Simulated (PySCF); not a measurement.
**Electron correlation in Br⁺ (bromine, charge +1)**

[Ar] 3d10 4s2 4p4, high-spin 3P determinant. Calculation: PySCF 2.14, in x2c-TZVPall (6s5p4d1f, 48 functions); the spin-free X2C one-electron Hamiltonian (Gaussian nucleus). Frozen: [Ar] 3d10; 6 electrons correlated.

MP2 pair energies summed by pair of shells (mhartree):

```tsv
pair	energy	share (%)
4s-4p	-48.21	46.3
4p-4p	-47.49	45.7
4s-4s	-8.32	8.0
```

Total MP2 correlation energy: -104.02 mhartree.

Same-spin part -23.47 and opposite-spin part -80.55 mhartree; SCS-MP2 scales them by 1/3 and 6/5 to -104.49 mhartree.

```
  level  correlation energy (mhartree)
   CCSD                        -123.12
    (T)                          -3.23
CCSD(T)                        -126.35
```

Diagnostics: T1 = 0.0070, D1 = 0.0221, largest double amplitude 0.045.

Cost of the coupled-cluster step: 0.75 s of wall time on 1 thread of Neoverse-V1 (shared host), for 6 correlated electrons.
